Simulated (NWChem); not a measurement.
HfH$_{2}$Cl$_{2}$; SMILES [Cl][HfH2][Cl]

```xyz
5

Hf     0.0000     0.0000    -0.3573
Cl     1.9987     0.0000     0.8421
Cl    -1.9987     0.0000     0.8421
H      0.0000    -1.4669    -1.4536
H      0.0000     1.4669    -1.4536
```
Atoms are numbered in this order, from 1.

Structure relaxed at the PBE0/def2-SVP level. Not confirmed as a minimum by frequencies. B3LYP is NWChem's, with the RPA form of VWN correlation. def2 effective core potentials on Hf; no spin-orbit coupling.

Symmetry labels are those of C2v in the frame above (b1 and b2, or b-type labels, depend on it).

List the 4 lowest vertical singlet excitations from B3LYP/def2-SVPD with def2 effective core potentials on Hf, TDA (NWChem).


```json
[
 {"state": "S1", "energy (eV)": "4.38", "oscillator strength": "0.000", "symmetry": "b2", "leading excitation (squared amplitude)": "HOMO → LUMO (0.99)"},
 {"state": "S2", "energy (eV)": "4.91", "oscillator strength": "0.003", "symmetry": "b1", "leading excitation (squared amplitude)": "HOMO → LUMO+1 (0.98)"},
 {"state": "S3", "energy (eV)": "5.29", "oscillator strength": "0.000", "symmetry": "a2", "leading excitation (squared amplitude)": "HOMO → LUMO+2 (0.75)"},
 {"state": "S4", "energy (eV)": "5.34", "oscillator strength": "0.021", "symmetry": "a1", "leading excitation (squared amplitude)": "HOMO−1 → LUMO (0.95)"}
]
```
